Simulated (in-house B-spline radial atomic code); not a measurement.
Levels of two electrons outside the 1s2 core along the 4-electron series, above the ground level 2s2 J0; labels give the leading configuration and J, and a prime marks the next level of the same label. Computed with a B-spline radial code for spherical atoms: configuration interaction with many-body perturbation theory for the core, Breit and QED.

```json
{"ion": "Be", "Z": "4", "first ionisation energy (eV)": "9.3", "excitation of 2s2p J1' (eV)": "5.2791", "core correlation Breit and QED part of 2s2p J1' (eV)": "-0.02541", "excitation of 2s2p J2 (eV)": "2.7229", "core correlation Breit and QED part of 2s2p J2 (eV)": "-0.012615", "excitation of 2s2p J0 (eV)": "2.7226", "core correlation Breit and QED part of 2s2p J0 (eV)": "-0.012194", "excitation of 2s3p J1 (eV)": "7.3008", "core correlation Breit and QED part of 2s3p J1 (eV)": "0.014275"}
{"ion": "B+", "Z": "5", "first ionisation energy (eV)": "?", "excitation of 2s2p J1' (eV)": "?", "core correlation Breit and QED part of 2s2p J1' (eV)": "?", "excitation of 2s2p J2 (eV)": "?", "core correlation Breit and QED part of 2s2p J2 (eV)": "?", "excitation of 2s2p J0 (eV)": "?", "core correlation Breit and QED part of 2s2p J0 (eV)": "?", "excitation of 2s3p J1 (eV)": "?", "core correlation Breit and QED part of 2s3p J1 (eV)": "?"}
{"ion": "C2+", "Z": "6", "first ionisation energy (eV)": "47.9", "excitation of 2s2p J1' (eV)": "12.703", "core correlation Breit and QED part of 2s2p J1' (eV)": "-0.15253", "excitation of 2s2p J2 (eV)": "6.4976", "core correlation Breit and QED part of 2s2p J2 (eV)": "-0.062486", "excitation of 2s2p J0 (eV)": "6.4883", "core correlation Breit and QED part of 2s2p J0 (eV)": "-0.059167", "excitation of 2s3p J1 (eV)": "32.1", "core correlation Breit and QED part of 2s3p J1 (eV)": "0.0013356"}
{"ion": "N3+", "Z": "7", "first ionisation energy (eV)": "77.5", "excitation of 2s2p J1' (eV)": "16.22", "core correlation Breit and QED part of 2s2p J1' (eV)": "-0.19436", "excitation of 2s2p J2 (eV)": "8.3516", "core correlation Breit and QED part of 2s2p J2 (eV)": "-0.082259", "excitation of 2s2p J0 (eV)": "8.3269", "core correlation Breit and QED part of 2s2p J0 (eV)": "-0.075872", "excitation of 2s3p J1 (eV)": "50.149", "core correlation Breit and QED part of 2s3p J1 (eV)": "-0.0034107"}
{"ion": "O4+", "Z": "8", "first ionisation energy (eV)": "113.9", "excitation of 2s2p J1' (eV)": "19.707", "core correlation Breit and QED part of 2s2p J1' (eV)": "-0.22632", "excitation of 2s2p J2 (eV)": "10.206", "core correlation Breit and QED part of 2s2p J2 (eV)": "-0.09862", "excitation of 2s2p J0 (eV)": "10.153", "core correlation Breit and QED part of 2s2p J0 (eV)": "-0.087722", "excitation of 2s3p J1 (eV)": "72.007", "core correlation Breit and QED part of 2s3p J1 (eV)": "-0.0093731"}
{"ion": "F5+", "Z": "9", "first ionisation energy (eV)": "157.1", "excitation of 2s2p J1' (eV)": "23.186", "core correlation Breit and QED part of 2s2p J1' (eV)": "-0.25307", "excitation of 2s2p J2 (eV)": "12.073", "core correlation Breit and QED part of 2s2p J2 (eV)": "-0.11421", "excitation of 2s2p J0 (eV)": "11.971", "core correlation Breit and QED part of 2s2p J0 (eV)": "-0.097064", "excitation of 2s3p J1 (eV)": "97.671", "core correlation Breit and QED part of 2s3p J1 (eV)": "-0.018928"}
{"ion": "Ne6+", "Z": "10", "first ionisation energy (eV)": "207.3", "excitation of 2s2p J1' (eV)": "26.671", "core correlation Breit and QED part of 2s2p J1' (eV)": "-0.27652", "excitation of 2s2p J2 (eV)": "13.961", "core correlation Breit and QED part of 2s2p J2 (eV)": "-0.12987", "excitation of 2s2p J0 (eV)": "13.784", "core correlation Breit and QED part of 2s2p J0 (eV)": "-0.10449", "excitation of 2s3p J1 (eV)": "127.15", "core correlation Breit and QED part of 2s3p J1 (eV)": "-0.031431"}
{"ion": "Mg8+", "Z": "12", "first ionisation energy (eV)": "328.0", "excitation of 2s2p J1' (eV)": "33.704", "core correlation Breit and QED part of 2s2p J1' (eV)": "-0.31753", "excitation of 2s2p J2 (eV)": "17.849", "core correlation Breit and QED part of 2s2p J2 (eV)": "-0.16308", "excitation of 2s2p J0 (eV)": "17.409", "core correlation Breit and QED part of 2s2p J0 (eV)": "-0.11405", "excitation of 2s3p J1 (eV)": "197.57", "core correlation Breit and QED part of 2s3p J1 (eV)": "-0.067539"}
{"ion": "Al9+", "Z": "13", "first ionisation energy (eV)": "398.7", "excitation of 2s2p J1' (eV)": "37.275", "core correlation Breit and QED part of 2s2p J1' (eV)": "-0.3365", "excitation of 2s2p J2 (eV)": "19.872", "core correlation Breit and QED part of 2s2p J2 (eV)": "-0.18137", "excitation of 2s2p J0 (eV)": "19.222", "core correlation Breit and QED part of 2s2p J0 (eV)": "-0.11638", "excitation of 2s3p J1 (eV)": "238.52", "core correlation Breit and QED part of 2s3p J1 (eV)": "-0.090449"}
{"ion": "Si10+", "Z": "14", "first ionisation energy (eV)": "476.3", "excitation of 2s2p J1' (eV)": "40.899", "core correlation Breit and QED part of 2s2p J1' (eV)": "-0.34973", "excitation of 2s2p J2 (eV)": "21.968", "core correlation Breit and QED part of 2s2p J2 (eV)": "-0.19607", "excitation of 2s2p J0 (eV)": "21.043", "core correlation Breit and QED part of 2s2p J0 (eV)": "-0.11215", "excitation of 2s3p J1 (eV)": "283.34", "core correlation Breit and QED part of 2s3p J1 (eV)": "-0.10877"}
{"ion": "P11+", "Z": "15", "first ionisation energy (eV)": "?", "excitation of 2s2p J1' (eV)": "?", "core correlation Breit and QED part of 2s2p J1' (eV)": "?", "excitation of 2s2p J2 (eV)": "?", "core correlation Breit and QED part of 2s2p J2 (eV)": "?", "excitation of 2s2p J0 (eV)": "?", "core correlation Breit and QED part of 2s2p J0 (eV)": "?", "excitation of 2s3p J1 (eV)": "?", "core correlation Breit and QED part of 2s3p J1 (eV)": "?"}
{"ion": "S12+", "Z": "16", "first ionisation energy (eV)": "?", "excitation of 2s2p J1' (eV)": "?", "core correlation Breit and QED part of 2s2p J1' (eV)": "?", "excitation of 2s2p J2 (eV)": "?", "core correlation Breit and QED part of 2s2p J2 (eV)": "?", "excitation of 2s2p J0 (eV)": "?", "core correlation Breit and QED part of 2s2p J0 (eV)": "?", "excitation of 2s3p J1 (eV)": "?", "core correlation Breit and QED part of 2s3p J1 (eV)": "?"}
{"ion": "Cl13+", "Z": "17", "first ionisation energy (eV)": "750.5", "excitation of 2s2p J1' (eV)": "52.166", "core correlation Breit and QED part of 2s2p J1' (eV)": "-0.40513", "excitation of 2s2p J2 (eV)": "28.798", "core correlation Breit and QED part of 2s2p J2 (eV)": "-0.26478", "excitation of 2s2p J0 (eV)": "26.514", "core correlation Breit and QED part of 2s2p J0 (eV)": "-0.10248", "excitation of 2s3p J1 (eV)": "440.92", "core correlation Breit and QED part of 2s3p J1 (eV)": "-0.196"}
```

(1) Fill in the row of B+.

(2) Fill in the row of P11+.

(3) Fill in the row of S12+.

## Answers

(1) first ionisation energy (eV): 25.1; excitation of 2s2p J1' (eV): 9.1077; core correlation Breit and QED part of 2s2p J1' (eV): -0.097871; excitation of 2s2p J2 (eV): 4.6281; core correlation Breit and QED part of 2s2p J2 (eV): -0.039424; excitation of 2s2p J0 (eV): 4.6257; core correlation Breit and QED part of 2s2p J0 (eV): -0.038001; excitation of 2s3p J1 (eV): 17.849; core correlation Breit and QED part of 2s3p J1 (eV): 0.017189.

(2) first ionisation energy (eV): 560.8; excitation of 2s2p J1' (eV): 44.578; core correlation Breit and QED part of 2s2p J1' (eV): -0.36891; excitation of 2s2p J2 (eV): 24.142; core correlation Breit and QED part of 2s2p J2 (eV): -0.21794; excitation of 2s2p J0 (eV): 22.862; core correlation Breit and QED part of 2s2p J0 (eV): -0.11172; excitation of 2s3p J1 (eV): 332; core correlation Breit and QED part of 2s3p J1 (eV): -0.13504.

(3) first ionisation energy (eV): 652.1; excitation of 2s2p J1' (eV): 48.328; core correlation Breit and QED part of 2s2p J1' (eV): -0.38934; excitation of 2s2p J2 (eV): 26.411; core correlation Breit and QED part of 2s2p J2 (eV): -0.24279; excitation of 2s2p J0 (eV): 24.683; core correlation Breit and QED part of 2s2p J0 (eV): -0.11038; excitation of 2s3p J1 (eV): 384.52; core correlation Breit and QED part of 2s3p J1 (eV): -0.16804.
